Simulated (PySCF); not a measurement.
# Orbital picture of ICl⁺

HSE06 at R = 2.233 Å; I def2-TZVPP with ECP28, Cl def2-TZVPP; scalar-relativistic core potentials (PySCF 2.14). State: ²Π (doublet), unpaired electrons π ↑. Only the outer orbitals are listed, counted within each symmetry, core potentials removing the inner ones.

```json
{"spin": "α", "orbital": "7σ", "occ.": "1", "ε (eV)": "-31.25", "on I (%)": "25", "main shells (%)": "72 Cl s, 21 I s"}
{"spin": "α", "orbital": "8σ", "occ.": "1", "ε (eV)": "-26.69", "on I (%)": "73", "main shells (%)": "72 I s, 24 Cl s"}
{"spin": "α", "orbital": "9σ", "occ.": "1", "ε (eV)": "-18.82", "on I (%)": "43", "main shells (%)": "53 Cl p, 38 I p"}
{"spin": "α", "orbital": "4π", "occ.": "1", "ε (eV)": "-17.74", "on I (%)": "39", "main shells (%)": "60 Cl p, 38 I p"}
{"spin": "α", "orbital": "4π", "occ.": "1", "ε (eV)": "-17.12", "on I (%)": "33", "main shells (%)": "67 Cl p, 31 I p"}
{"spin": "α", "orbital": "5π", "occ.": "1", "ε (eV)": "-15.25", "on I (%)": "62", "main shells (%)": "61 I p, 38 Cl p"}
{"spin": "α", "orbital": "5π", "occ.": "1", "ε (eV)": "-14.41", "on I (%)": "69", "main shells (%)": "68 I p, 31 Cl p"}
{"spin": "α", "orbital": "10σ", "occ.": "0", "ε (eV)": "-10.36", "on I (%)": "65", "main shells (%)": "57 I p, 34 Cl p"}
{"spin": "α", "orbital": "6π", "occ.": "0", "ε (eV)": "-2.47", "on I (%)": "82", "main shells (%)": "73 I d, 16 Cl d, 8 I p"}
{"spin": "α", "orbital": "11σ", "occ.": "0", "ε (eV)": "-2.42", "on I (%)": "79", "main shells (%)": "45 I p, 30 I d, 16 Cl d"}
{"spin": "β", "orbital": "7σ", "occ.": "1", "ε (eV)": "-30.87", "on I (%)": "24", "main shells (%)": "72 Cl s, 20 I s"}
{"spin": "β", "orbital": "8σ", "occ.": "1", "ε (eV)": "-25.91", "on I (%)": "73", "main shells (%)": "73 I s, 23 Cl s"}
{"spin": "β", "orbital": "9σ", "occ.": "1", "ε (eV)": "-18.59", "on I (%)": "43", "main shells (%)": "53 Cl p, 37 I p"}
{"spin": "β", "orbital": "4π", "occ.": "1", "ε (eV)": "-16.99", "on I (%)": "31", "main shells (%)": "68 Cl p, 29 I p"}
{"spin": "β", "orbital": "4π", "occ.": "1", "ε (eV)": "-16.56", "on I (%)": "29", "main shells (%)": "70 Cl p, 26 I p"}
{"spin": "β", "orbital": "5π", "occ.": "1", "ε (eV)": "-14.17", "on I (%)": "71", "main shells (%)": "70 I p, 29 Cl p"}
{"spin": "β", "orbital": "5π", "occ.": "0", "ε (eV)": "-12.88", "on I (%)": "73", "main shells (%)": "73 I p, 26 Cl p"}
{"spin": "β", "orbital": "10σ", "occ.": "0", "ε (eV)": "-10.10", "on I (%)": "66", "main shells (%)": "57 I p, 33 Cl p"}
{"spin": "β", "orbital": "11σ", "occ.": "0", "ε (eV)": "-2.21", "on I (%)": "79", "main shells (%)": "63 I p, 17 Cl d, 14 I d"}
```

Q: Which are the highest filled and the lowest empty level, where do they sit, and how wide is the gap?

A: Highest filled β 5π at -14.17 eV (in %: 70 I p, 29 Cl p); lowest empty β 5π at -12.88 eV (in %: 73 I p, 26 Cl p); the gap at HSE06 is 1.29 eV. Both belong to one degenerate shell, split only by its one-sided filling, so this is no excitation gap.

```json
{
  "bond order (Mayer)": "1.51",
  "⟨S²⟩": "0.754",
  "charge on I (Mulliken, basis-dependent)": "0.85",
  "charge on I (Löwdin, basis-dependent)": "0.73",
  "dipole moment (positive dipole points towards Cl; it is taken about the centre of mass and depends on that origin)": "-0.03 D"
}
```

Spin–orbit coupling is left out. The state is the lowest determinant that a PBE0 search found; another state may lie lower at other levels.
